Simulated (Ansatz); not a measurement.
The cluster Al2As2, relaxed as a singlet with RKS B3LYP-D4/def2-SVP in Ansatz, starting from the GFN2-xTB geometry. Force threshold 0.02 eV/Å.

The structure comes from a short search, and lower isomers may exist.

Start:

Cartesian coordinates in Å:
```
Al -1.8059 -0.9837 0.0953
Al 0.5890 0.3527 -0.0478
As 0.2581 -1.7620 0.9827
As 0.9588 2.3931 -1.0302
```

Question: Estimate the energy that the relaxation releases and the steps that it takes.

Answer: 123.0 kJ/mol, in 14 steps; 22 s on 4 threads of Intel Xeon Platinum 8259CL on a shared host. No frequencies were taken in this run, so the end may be a saddle point.

Question: Does the start keep its bonding and symmetry?

Answer: Bonds formed: Al1–As4 (atoms count from 1). The end is the same structure that another start reached, the lowest one found. Point group Cs at the start, D2h at the end, both within 0.05 Å.

Question: Predict the relaxed structure.

Answer: 
```tsv
atom	x (Å)	y (Å)	z (Å)
Al1	-1.260	-0.163	-0.186
Al2	1.261	0.163	0.186
As3	0.092	-1.792	0.950
As4	-0.092	1.792	-0.950
```
Bond lengths (bridged metal pairs left out): 4 × Al–As 2.40 Å.
